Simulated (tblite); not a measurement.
Compound: C8H6Cl (doublet state).
Atom-mapped SMILES: `[CH:1]#[C:2][C:3]1=[CH:4][CH:5]=[CH:6][C:7]([Cl:8])[CH2:9]1` (hydrogens: H10 on C1; H11 on C4; H12 on C5; H13 on C6; H14, H15 on C9)
Bond orders are those of one Lewis drawing.

Computed with GFN2-xTB (tblite), gas phase: L-BFGS steps from a force-field or distance-geometry start until the largest atomic force falls under 0.01 eV/Å.

Step 20: E = -669.7793 eV
```
atom  x, y, z in Å  |  force x, y, z in eV/Å
C1      3.1784    0.9001   -0.6247    0.014   0.000  -0.003
C2      2.0263    0.6231   -0.4024    0.012  -0.019   0.000
C3      0.6894    0.3137   -0.1427    0.001   0.007  -0.004
C4     -0.2466    1.3134   -0.0116   -0.018   0.012   0.005
C5     -1.5816    1.0332    0.2483   -0.015   0.002   0.002
C6     -2.0155   -0.2999    0.3841    0.022  -0.010  -0.002
C7     -1.1348   -1.3213    0.2640    0.010  -0.020  -0.011
Cl8    -1.6557   -2.9592    0.4252   -0.002  -0.012   0.004
C9      0.3188   -1.1366   -0.0135   -0.001   0.008   0.002
H10     4.1778    1.1503   -0.8185    0.022  -0.008  -0.004
H11     0.0778    2.3389   -0.1153   -0.022   0.009   0.005
H12    -2.2956    1.8329    0.3480   -0.018   0.024   0.001
H13    -3.0572   -0.5019    0.5848    0.025  -0.001  -0.003
H14     0.5980   -1.6755   -0.9321   -0.016   0.006   0.010
H15     0.9162   -1.6033    0.7846   -0.015   0.002  -0.001
```

Step 21: E = -669.7795 eV
```
atom  x, y, z in Å  |  force x, y, z in eV/Å
C1      3.1793    0.8960   -0.6247    0.006  -0.001  -0.002
C2      2.0259    0.6242   -0.4019    0.019  -0.010  -0.002
C3      0.6884    0.3168   -0.1419    0.015  -0.005  -0.007
C4     -0.2487    1.3154   -0.0112   -0.003   0.004   0.005
C5     -1.5831    1.0328    0.2487   -0.011   0.004   0.000
C6     -2.0157   -0.3004    0.3844    0.028  -0.016  -0.005
C7     -1.1338   -1.3207    0.2646    0.019  -0.028  -0.015
Cl8    -1.6530   -2.9591    0.4245   -0.004  -0.016   0.005
C9      0.3195   -1.1344   -0.0134    0.001   0.009   0.001
H10     4.1798    1.1421   -0.8192    0.012  -0.009  -0.002
H11     0.0745    2.3412   -0.1148   -0.023   0.011   0.005
H12    -2.2979    1.8308    0.3479   -0.034   0.044   0.003
H13    -3.0572   -0.5033    0.5840    0.018  -0.003   0.000
H14     0.5991   -1.6722   -0.9330   -0.020   0.011   0.021
H15     0.9184   -1.6010    0.7842   -0.022   0.006  -0.009
```

Task: Estimate the geometry and energy of step 22. (The exact step hangs on the optimiser's Hessian estimate; all steps are aligned on step 21, rigid shifts and turns removed.)

Result: E = -669.7798 eV, largest force 0.071 eV/Å
```
atom  x, y, z in Å  |  force x, y, z in eV/Å
C1      3.1807    0.8899   -0.6248   -0.004  -0.003   0.000
C2      2.0256    0.6255   -0.4011    0.023   0.005  -0.004
C3      0.6871    0.3212   -0.1409    0.030  -0.017  -0.009
C4     -0.2518    1.3183   -0.0106    0.018  -0.006   0.003
C5     -1.5854    1.0324    0.2492   -0.004   0.008  -0.002
C6     -2.0154   -0.3013    0.3847    0.026  -0.017  -0.007
C7     -1.1322   -1.3203    0.2652    0.021  -0.028  -0.018
Cl8    -1.6490   -2.9594    0.4235   -0.004  -0.020   0.007
C9      0.3206   -1.1311   -0.0131    0.002   0.008   0.000
H10     4.1830    1.1299   -0.8203   -0.003  -0.010   0.002
H11     0.0692    2.3449   -0.1140   -0.022   0.010   0.005
H12    -2.3017    1.8285    0.3479   -0.044   0.055   0.005
H13    -3.0566   -0.5055    0.5829    0.007  -0.007   0.005
H14     0.6004   -1.6673   -0.9339   -0.020   0.013   0.028
H15     0.9211   -1.5977    0.7835   -0.026   0.010  -0.014
```

The energy changes by -0.0003 eV. The first-order estimate −F·Δx gives -0.0004 eV and the mean of the old and new forces, exact on a quadratic surface, -0.0003 eV. The step makes an angle of 79° with the force vector and moves no atom by more than 0.013 Å.

What follows is the cost of the whole relaxation. The run took 0.18 s of wall time on an Arm Neoverse V2 with one thread, shared host.
